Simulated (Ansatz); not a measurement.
Basis-set extrapolation for C$_{2}$H$_{4}$FNOSi (`FC1([SiH3])N=CO1`) (PBE0-D4/def2-TZVP geometry, frozen core, the Gaussian-basis code of Ansatz). Multiplicity 1, RHF reference.

```tsv
	def2-TZVPP	def2-QZVPP
HF	-595.814228	-595.836670
MP2 correlation	-1.112007	-1.198070
CCSD(T) correlation	-1.186799	not run
```

Energies in hartree. Use E(X) = E(∞) + A·exp(−7.88·√X) for Hartree–Fock and E(X) = E(∞) + B·X^(−2.97) for correlation, with X = 3 and 4, and add CCSD(T) minus MP2 of the smaller set to the MP2 limit.

Task: What is the CCSD(T) energy at the basis-set limit?

Result: HF limit: -595.836670 + (-0.022442) × 0.13774 = -595.83976. MP2 limit: -1.198070 + (-0.086063) × 0.74074 = -1.26182. Higher-order term: -1.186799 − (-1.112007) = -0.07479. Total: -597.17637 hartree, 110.0 kcal/mol below CCSD(T)/def2-TZVPP.
